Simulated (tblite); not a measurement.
Species: C₅H₉BO₂.
Numbering: `[CH3:1][C@@H:2]1[CH2:3]/[C:4]1=[CH:5]\[B:6]([OH:7])[OH:8]` (hydrogens: H9, H10, H11 on C1; H12 on C2; H13, H14 on C3; H15 on C5; H16 on O7; H17 on O8)

Computed with GFN2-xTB (tblite), gas phase: L-BFGS steps from a force-field or distance-geometry start until the largest atomic force falls under 0.01 eV/Å.

Step 40: E = -671.7345 eV
```
atom  x, y, z in Å  |  force x, y, z in eV/Å
C1     -2.4611   -0.6750   -0.2604   -0.007  -0.011   0.009
C2     -1.5888    0.0152    0.7612   -0.005   0.004  -0.006
C3     -0.7875    1.2426    0.3512   -0.010  -0.012   0.011
C4     -0.1306   -0.0405    0.6321    0.024  -0.013   0.014
C5      0.9802   -0.7467    0.6919    0.033   0.000  -0.036
B6      2.4077   -0.1896    0.3391   -0.001   0.023  -0.017
O7      3.4285   -1.0660    0.2158   -0.004   0.002   0.027
O8      2.6616    1.1351    0.1324   -0.019   0.026  -0.003
H9     -2.5690   -1.7282   -0.0094   -0.017  -0.023  -0.009
H10    -3.4520   -0.2238   -0.2889    0.004   0.008  -0.003
H11    -2.0143   -0.6016   -1.2495   -0.008  -0.012   0.010
H12    -1.9961    0.0000    1.7668   -0.021   0.047  -0.008
H13    -0.8691    1.5684   -0.6779    0.027   0.007   0.014
H14    -0.6875    2.0578    1.0552    0.008  -0.002   0.012
H15     0.8979   -1.7905    0.9725    0.007   0.008  -0.020
H16     4.2666   -0.6617   -0.0122   -0.025   0.017   0.007
H17     1.9065    1.7165    0.2197    0.015  -0.066  -0.004
```

Step 41: E = -671.7350 eV
```
atom  x, y, z in Å  |  force x, y, z in eV/Å
C1     -2.4620   -0.6742   -0.2601   -0.008  -0.007   0.001
C2     -1.5885    0.0152    0.7610   -0.002  -0.020  -0.002
C3     -0.7853    1.2408    0.3516   -0.018  -0.012   0.007
C4     -0.1300   -0.0423    0.6311    0.013  -0.039   0.042
C5      0.9806   -0.7484    0.6927    0.045  -0.006  -0.041
B6      2.4073   -0.1895    0.3387   -0.003   0.023  -0.010
O7      3.4302   -1.0637    0.2182   -0.002  -0.003   0.022
O8      2.6591    1.1352    0.1294   -0.021   0.022   0.000
H9     -2.5734   -1.7276   -0.0106   -0.012  -0.014  -0.001
H10    -3.4514   -0.2200   -0.2892   -0.002   0.008  -0.003
H11    -2.0147   -0.6012   -1.2487   -0.005  -0.014  -0.002
H12    -1.9973    0.0014    1.7658   -0.014   0.043   0.003
H13    -0.8663    1.5660   -0.6765    0.023   0.026  -0.022
H14    -0.6844    2.0546    1.0559    0.011   0.023   0.028
H15     0.8995   -1.7925    0.9736    0.004   0.016  -0.022
H16     4.2665   -0.6568   -0.0118   -0.020   0.015   0.008
H17     1.9031    1.7151    0.2182    0.012  -0.061  -0.007
```

Q: Estimate the geometry and energy of step 42. (The exact step hangs on the optimiser's Hessian estimate; all steps are aligned on step 41, rigid shifts and turns removed.)

A: E = -671.7355 eV, largest force 0.082 eV/Å
```
atom  x, y, z in Å  |  force x, y, z in eV/Å
C1     -2.4636   -0.6730   -0.2597   -0.007  -0.002  -0.009
C2     -1.5880    0.0145    0.7607    0.004  -0.043   0.005
C3     -0.7823    1.2380    0.3523   -0.016  -0.010   0.001
C4     -0.1289   -0.0458    0.6308   -0.009  -0.050   0.064
C5      0.9820   -0.7510    0.6936    0.039  -0.011  -0.039
B6      2.4070   -0.1890    0.3382   -0.004   0.014  -0.002
O7      3.4326   -1.0602    0.2219    0.002  -0.004   0.014
O8      2.6552    1.1356    0.1246   -0.013   0.010   0.004
H9     -2.5805   -1.7266   -0.0125   -0.005   0.001   0.008
H10    -3.4506   -0.2138   -0.2896   -0.008   0.004  -0.002
H11    -2.0153   -0.6008   -1.2477   -0.002  -0.017  -0.015
H12    -1.9989    0.0035    1.7645   -0.005   0.036   0.014
H13    -0.8616    1.5628   -0.6751    0.019   0.043  -0.049
H14    -0.6795    2.0504    1.0572    0.010   0.039   0.035
H15     0.9021   -1.7951    0.9753    0.006   0.020  -0.025
H16     4.2659   -0.6493   -0.0110   -0.008   0.010   0.009
H17     1.8975    1.7120    0.2160   -0.004  -0.040  -0.012
```

The energy changes by -0.0006 eV. The first-order estimate −F·Δx gives -0.0008 eV and the mean of the old and new forces, exact on a quadratic surface, -0.0006 eV. The step makes an angle of 75° with the force vector and moves no atom by more than 0.008 Å.

What follows is the cost of the whole relaxation. Hardware: an Intel Xeon at 2.70 GHz with one thread, shared host with 64 logical CPUs at a one-minute load of 60. Cost: 0.65 s wall.
